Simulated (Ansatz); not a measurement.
Z-matrix (Å, degrees):
```
C
C 1 1.3770
C 1 1.3770 2 118.57
H 1 1.0830 2 120.72 3 -179.99
H 2 1.0852 1 121.63 4 0.00
H 3 1.0852 1 121.63 4 0.01
H 3 1.0855 6 117.28 1 180.00
H 2 1.0855 5 117.28 1 180.00
```
Charge +1, spin multiplicity 1.

Level of theory: frozen-core CCSD(T)/cc-pVTZ // B3LYP-D3(BJ)/def2-TZVP run with Ansatz (a quantum-chemistry and plane-wave program). The restricted HF reference is unstable towards unrestricted orbitals.

The HF energy is -116.23421 Ha and the MP2 correlation energy is -0.45140 Ha.

**Question.** Estimate the CCSD correlation energy, the (T) correction, the total energy and the T1 diagnostic.

**Answer.** 
```
Property                        Result
-----------------------  -------------
CCSD correlation energy    -0.48341 Ha
(T) correction             -0.02218 Ha
CCSD(T) total energy     -116.73980 Ha
T1 diagnostic                    0.015
```
